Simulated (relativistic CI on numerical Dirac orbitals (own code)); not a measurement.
**Hf⁴⁺: N6,7 absorption edge**

Computed with this model: Dirac-Coulomb-Breit CI, orbitals from a KLI potential per configuration, QED by a radiative potential, valence Slater integrals scaled by 0.8, multiplet model of core-to-valence dipole absorption; configurations [Xe] 4f14 → [Xe] 4f13 5d; 80 K; Lorentzian 0.3 eV and Gaussian 0.3 eV FWHM. Energies are those of the free ion, without screening or charge transfer. The branching ratio is the share of the lower-energy edge in the whole absorption, uncertain by about 0.02 where the edges overlap. S is read from ⟨S²⟩ = S(S + 1).

Field parameters in Wybourne normalisation: Oh B⁴₀ = 21Dq, B⁴₄ = √(5/14) B⁴₀. The field is a parameter set, without covalency.

free ion: ground-state S = 0.00, centroid 20.71 eV. Peaks (eV, height): 20.8 (100).

Oh, 10Dq = 8500 cm⁻¹: ground-state S = 0.00, centroid 20.71 eV. Peaks (eV, height): 20.0 (26), 21.1 (100).

Oh, 10Dq = 19200 cm⁻¹: ground-state S = 0.00, centroid 20.71 eV. Peaks (eV, height): 17.0 (8), 18.8 (19), 20.2 (56), 21.7 (100).

Oh, 10Dq = 29850 cm⁻¹: ground-state S = 0.00, centroid 20.71 eV. Peaks (eV, height): 16.5 (11), 18.5 (53), 20.7 (52), 22.5 (100).

Oh, 10Dq = 40550 cm⁻¹: ground-state S = 0.00, centroid 20.71 eV. Peaks (eV, height): 16.0 (14), 16.7 (6), 18.1 (75), 21.4 (47), 23.2 (100).

Strongest unbroadened transitions for Oh, 10Dq = 40550 cm⁻¹:

```csv
Energy (eV),Relative strength
15.89,0.4
15.94,12.9
16.03,1.6
16.28,0.4
16.56,1.0
16.75,3.8
17.48,2.4
17.91,0.6
18.05,77.4
18.22,2.8
18.37,15.8
21.22,5.6
21.41,34.8
21.45,13.1
21.65,0.7
22.69,11.5
23.11,15.2
23.25,100.0
```
